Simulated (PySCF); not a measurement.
Al(Cl)(OH)(NH2) (AlClH3NO), SMILES [NH2][Al]([OH])[Cl]. Atoms are numbered in the order given.

```xyz
7

Al     0.0410    -0.4114     0.0000
Cl    -0.0439     1.6819     0.0000
O      1.5833    -1.1080     0.0000
H      1.8166    -2.0357     0.0000
N     -1.4730    -1.3089     0.0000
H     -1.5738    -2.3167     0.0000
H     -2.3845    -0.8658     0.0000
```

Coordinates come from a PBE0-D3(BJ)/def2-SVP optimisation. The values are those of a single conformer.

Method: TDDFT-ωB97X/def2-SVPD run with PySCF.

Vertical excitations. Isolated molecule, no solvent. State labels are in the subgroup Cs.

List the lowest excited states. (The exact figures need the calculation; the answer reports its results.)


```csv
state,symmetry,energy (eV),λ (nm),f,main pairs
S1,A",6.27,198,0.043,HOMO→LUMO 88 %
S2,A",7.63,162,0.006,"HOMO−2→LUMO 64 %, HOMO−3→LUMO 14 %"
S3,A',7.85,158,0.013,"HOMO−1→LUMO 70 %, HOMO−1→LUMO+2 11 %"
S4,A',7.95,156,0.024,"HOMO→LUMO+1 62 %, HOMO−4→LUMO 26 %"
S5,A",8.01,155,0.058,"HOMO→LUMO+3 63 %, HOMO−3→LUMO 13 %, HOMO→LUMO+2 12 %"
S6,A',8.27,150,0.252,"HOMO−4→LUMO 52 %, HOMO→LUMO+1 25 %"
S7,A",8.39,148,0.164,"HOMO−3→LUMO 44 %, HOMO→LUMO+2 13 %, HOMO−2→LUMO+2 13 %, HOMO−2→LUMO 11 %"
S8,A",8.48,146,0.002,"HOMO→LUMO+2 55 %, HOMO→LUMO+3 15 %"
S9,A",8.73,142,0.001,HOMO−1→LUMO+1 93 %
S10,A",8.87,140,0.000,"HOMO→LUMO+11 41 %, HOMO→LUMO+6 31 %, HOMO→LUMO+5 14 %"
T1,A",6.03,206,0,HOMO→LUMO 83 %
T2,A',7.03,176,0,HOMO→LUMO+1 93 %
T3,A",7.40,168,0,"HOMO−2→LUMO 54 %, HOMO−3→LUMO 20 %"
T4,A',7.63,162,0,"HOMO−1→LUMO 70 %, HOMO−1→LUMO+2 12 %"
```
Triplets are in the Tamm–Dancoff approximation, which puts them higher than full response would, so one can lie above its singlet here.
